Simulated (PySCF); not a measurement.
A calculated (r2SCAN, PySCF 2.14, aug-cc-pVDZ-DK, the spin-free X2C one-electron Hamiltonian (Gaussian nucleus)) atom or ion has these occupied shells.

```csv
shell,electrons,orbital energy (eV),"rms radius, mean of both spins (bohr)"
1s α,1,-14188.9,0.0478
1s β,1,-14188.8,0.0478
2s α,1,-1889.9,0.199
2s β,1,-1889.9,0.199
2p α,3,-1670.7,0.177
2p β,3,-1670.7,0.177
3s α,1,-282.51,0.567
3s β,1,-282.40,0.567
3p α,3,-211.80,0.583
3p β,3,-211.67,0.583
3d α,5,-95.060,0.616
3d β,5,-94.887,0.616
4s α,1,-35.594,1.65
4s β,1,-34.079,1.65
4p α,3,-20.532,1.97
4p β,2,-19.466,1.97
```

Problem. Name the element and its charge.

Solution. Kr⁺ (krypton, charge +1), in [Ar] 3d10 4s2 4p5, 2P determinant.
